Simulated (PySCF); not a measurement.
First SCF of a structure search on singlet CrI₃⁺, at a hand-made trigonal planar geometry. PySCF input:

```python
from pyscf import gto, scf, dft
mol = gto.M(atom='''
Cr     0.000000     0.000000     0.000000
I      2.499000     0.000000     0.000000
I     -1.249500     2.164200     0.000000
I     -1.249500    -2.164200     0.000000''',
    basis={'Cr': 'def2-SVP', 'I': 'def2-SVP'},
    ecp={'I': 'def2-SVP'},
    charge=1, spin=0)
mf = dft.RKS(mol, xc='B3LYP')
mf.grids.atom_grid = (50, 194)
aux = {'Cr': 'def2-universal-JKFIT', 'I': 'def2-universal-JKFIT'}
mf = mf.density_fit(auxbasis=aux)
mf.conv_tol = 1e-08
mf.diis_space = 10
mf.max_cycle = 60
mf.init_guess = 'huckel'
mf.verbose = 4
mf.kernel()
```

Excerpt of the output (cycles and frontier levels):

```
init E= -1935.76499531949
cycle= 1 E= -1915.58745398891  delta_E= 20.2  |g|= 6.45  |ddm|= 12.6
  HOMO = 0.188736540773053  LUMO = 0.189849925168353  gap/eV = 0.03030
cycle= 2 E= -1851.82058452314  delta_E= 63.8  |g|= 6.69  |ddm|=   33
  HOMO = -0.734111941262362  LUMO = -0.68854531626007  gap/eV = 1.23993
cycle= 3 E= -1910.4851685785  delta_E= -58.7  |g|= 6.71  |ddm|= 33.4
  HOMO = -0.670323124593385  LUMO = -0.655323960823015  gap/eV = 0.40815
cycle= 4 E= -1912.98610345218  delta_E= -2.5  |g|= 6.63  |ddm|= 3.76
  HOMO = -0.673978023491416  LUMO = -0.642307473040919  gap/eV = 0.86180
cycle= 5 E= -1913.53386567632  delta_E= -0.548  |g|= 6.56  |ddm|= 2.99
  HOMO = -0.673563334083142  LUMO = -0.64313809800053  gap/eV = 0.82791
cycle= 6 E= -1913.822075774  delta_E= -0.288  |g|= 6.51  |ddm|= 0.423
  HOMO = -0.653830164700055  LUMO = -0.632436710749656  gap/eV = 0.58215
cycle= 7 E= -1914.77050380926  delta_E= -0.948  |g|= 6.56  |ddm|= 3.29
... 38 lines left out ...
cycle= 27 E= -1937.48122607384  delta_E= -1.82e-06  |g|= 0.000927  |ddm|= 0.00684
  HOMO = -0.450473358670097  LUMO = -0.354802694116694  gap/eV = 2.60333
cycle= 28 E= -1937.48122652423  delta_E= -4.5e-07  |g|= 0.000745  |ddm|= 0.00425
  HOMO = -0.450471946206075  LUMO = -0.354782046671066  gap/eV = 2.60385
cycle= 29 E= -1937.48122666375  delta_E= -1.4e-07  |g|= 0.000104  |ddm|= 0.000961
  HOMO = -0.450471767005797  LUMO = -0.354780761392964  gap/eV = 2.60388
cycle= 30 E= -1937.48122666947  delta_E= -5.72e-09  |g|= 1.94e-05  |ddm|= 0.000398
  HOMO = -0.450471438383  LUMO = -0.354782941376055  gap/eV = 2.60382
Extra cycle  E= -1937.48122666816  delta_E= 1.31e-09  |g|= 7.07e-05  |ddm|= 0.000119
converged SCF energy = -1937.48122666816
```

No lower solution of this spin was found from smeared starts or by a stability analysis within the restricted form, which does not test spin polarisation.

At the minimum of this search the closed-shell solution is unstable towards spin polarisation, so a lower open-shell solution exists.

The search for the lowest solution, 3 starts and the stability check together, took 34 s on 2 threads of a shared Arm Neoverse V2 host, with 109 basis functions; the process peaked at 0.51 GiB.
